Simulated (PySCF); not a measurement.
Basis and Hamiltonian dependence of the excitation energy of Ca

Ca [Ar] 4s2 (1S) → Ca [Ar] 4s1 4p1 (3P). All values are computed (PySCF 2.14, energy differences of UHF-based or UKS calculations, no spin-orbit coupling). Values in eV.

| basis | Hamiltonian | functions | UHF | LDA | PBE0 | MP2 (valence) | CCSD(T) (valence) | CCSD(T) (valence and next inner shell) |
| --- | --- | --- | --- | --- | --- | --- | --- | --- |
| def2-TZVPPD | non-relativistic | 36 | 1.010 | 1.922 | 1.667 | 1.472 | 1.679 | n/a |
| aug-cc-pVDZ-X2C | spin-free X2C | 36 | 1.036 | 1.960 | 1.703 | 1.476 | 1.698 | n/a |
| x2c-TZVPPall | spin-free X2C | 36 | 1.038 | 1.954 | 1.697 | 1.498 | 1.704 | n/a |
| ANO-RCC-VTZP | spin-free X2C | 38 | 1.045 | 1.958 | 1.704 | 1.498 | 1.725 | 1.865 |
| x2c-TZVPPall with one added diffuse shell each of s, p, d type | spin-free X2C | 45 | 1.035 | 1.953 | 1.696 | 1.496 | 1.699 | 1.866 |
| aug-cc-pVTZ-X2C | spin-free X2C | 59 | 1.030 | 1.959 | 1.701 | 1.531 | 1.701 | n/a |
| def2-QZVPPD | non-relativistic | 70 | 1.002 | 1.921 | 1.668 | 1.505 | 1.677 | 1.863 |
| x2c-QZVPPall | spin-free X2C | 73 | 1.030 | 1.953 | 1.697 | 1.529 | 1.702 | 1.895 |
| dyall-av2z | non-relativistic | 76 | 1.008 | 1.928 | 1.672 | 1.487 | 1.684 | n/a |
| aug-cc-pwCVTZ-X2C | spin-free X2C | 84 | 1.026 | 1.957 | 1.697 | 1.533 | 1.699 | 1.887 |
| x2c-QZVPPall with one added diffuse shell each of s, p, d, f type | spin-free X2C | 89 | 1.030 | 1.953 | 1.697 | 1.535 | 1.701 | 1.893 |
| aug-cc-pwCVTZ-X2C with one added diffuse shell each of s, p, d, f type | spin-free X2C | 100 | 1.026 | 1.957 | 1.697 | 1.533 | 1.699 | 1.887 |
| dyall-av3z | non-relativistic | 132 | 1.000 | 1.924 | 1.668 | 1.511 | n/a | n/a |
| aug-cc-pwCVQZ-X2C | spin-free X2C | 150 | 1.026 | 1.956 | 1.696 | 1.548 | n/a | n/a |

Frozen in the all-electron rows: valence: [Ar]; valence and next inner shell: [Ne].

Non-relativistic rows lack the scalar-relativistic shift.

Reference for a calculation without spin-orbit coupling: 1.892 eV (measured, between term centres; NIST).
